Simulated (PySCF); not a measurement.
## A thermochemical cycle for RbAs

PBE0 in PySCF with def2-SVP on every atom (core potentials on Rb), for the lowest determinant that a PBE0 search found; no spin–orbit coupling. RbAs, a triplet (π ↑↑), has De = 1.14 eV to neutral atoms, and RbAs⁺, a quartet (σ ↑, π ↑↑), has De = 0.14 eV to Rb⁺ + As.

At the same level the Rb atom ionises at 4.20 eV.

Question: What is the adiabatic ionisation energy of the molecule, and does ionisation strengthen or weaken the bond?

Answer: IE = IE(Rb) + De(neutral) − De(ion) = 4.20 + 1.14 − 0.14 = 5.20 eV. De changes by -1.00 eV, so ionisation weakens the bond.

Weak bonds: RbAs⁺. Basis-set superposition, not corrected here, can be much of De in a small basis, most of all at correlated wavefunction levels. Spin–orbit coupling is left out. For an ion De counts to the pair picked by the measured ionisation energies or electron affinities, which need not be the lowest pair at this level. States were picked by a PBE0 search and need not be the measured ground states.
